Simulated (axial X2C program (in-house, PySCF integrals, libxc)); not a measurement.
# RbI at several levels of theory

Computed with an in-house relativistic program for diatomic molecules. Spin-free means the one-electron spin-free X2C Hamiltonian; two-component (2c) means X2C with spin–orbit coupling and atomic mean-field two-electron Coulomb and Gaunt terms, so the difference of the two also holds small scalar two-electron terms. Basis: I dyall-v2z [9s9p7d], Rb dyall-v2z [10s11p6d] (cores contracted in-house); Gaussian nuclei, density fitting, unrestricted open shells. Masses: I 126.904 u, Rb 84.912 u.

State, spin-free: M_S = 0, Λ = 0 (closed shell); electrons by block: σα: 19, σβ: 19, π+α: 10, π+β: 10, π-α: 10, π-β: 10, δ+α: 3, δ+β: 3, δ-α: 3, δ-β: 3. Fragments: I + Rb.

State, 2c: Ω = 0 (closed shell); electrons by block: 1/2: 29, -1/2: 29, 3/2: 13, -3/2: 13, 5/2: 3, -5/2: 3. Fragments: I + Rb.

| Hamiltonian | level | Re (Å) | ωe (cm⁻¹) | ωexe (cm⁻¹) | Be (cm⁻¹) | αe (cm⁻¹) | De (eV) | k (mdyn/Å) | μ (D) |
| --- | --- | --- | --- | --- | --- | --- | --- | --- | --- |
| spin-free | PBE0 | 3.174 | 138.7 | 0.302 | 0.03288 | 0.00011 | 3.40 | 0.577 | 11.34 |
| spin-free | HF | 3.278 | 130.9 | 0.295 | 0.03085 | 0.000101 | 2.60 | 0.514 | 12.60 |
| spin-free | MP2 | 3.217 | 138.4 | 0.304 | 0.03203 | 0.000102 | 3.07 | 0.574 | n/a |
| spin-free | BLYP | 3.215 | 131.6 | 0.289 | 0.03206 | 0.000111 | 3.10 | 0.519 | 10.66 |
| spin-free | LDA | 3.103 | 147.2 | 0.349 | 0.03441 | 0.000118 | 3.60 | 0.649 | 10.41 |
| 2c | PBE0 | 3.177 | 138.1 | 0.302 | 0.03283 | 0.000111 | 3.09 | 0.572 | 11.28 |
| 2c | HF | 3.280 | 130.6 | 0.294 | 0.03081 | 0.000101 | 2.29 | 0.511 | 12.56 |
| 2c | MP2 | 3.219 | 138.0 | 0.304 | 0.03198 | 0.000102 | 2.77 | 0.571 | n/a |
| 2c | BLYP | 3.220 | 130.3 | 0.295 | 0.03196 | 0.000112 | 2.80 | 0.509 | 10.55 |
| 2c | LDA | 3.107 | 146.3 | 0.351 | 0.03433 | 0.000119 | 3.29 | 0.641 | 10.34 |

Correlated methods: 16 electrons correlated (number of frozen shells: I 4 s, 3 p, 2 d; Rb 3 s, 2 p, 1 d), 138 virtual spin orbitals or spinors in MP2.

Dipoles are positive if Rb is the positive end.

The state is a single determinant with fixed occupations, the lowest that a limited PBE0 search found. Closed shells are restricted here (equal orbitals for both partners); the stretched side of such a curve lies too high. De is counted from the lowest determinant-based energies of the atoms at the same level, without counterpoise correction. Without a current term, density functionals place determinants with orbital angular momentum somewhat too high.

Rough cost a point (2c) on 1 thread(s) of a shared host, integrals apart: PBE0 0.5 s, HF 0.4 s, BLYP 0.4 s, LDA 0.29 s.

The whole task took 75 s on 1 thread of Arm Neoverse N1 (shared host).
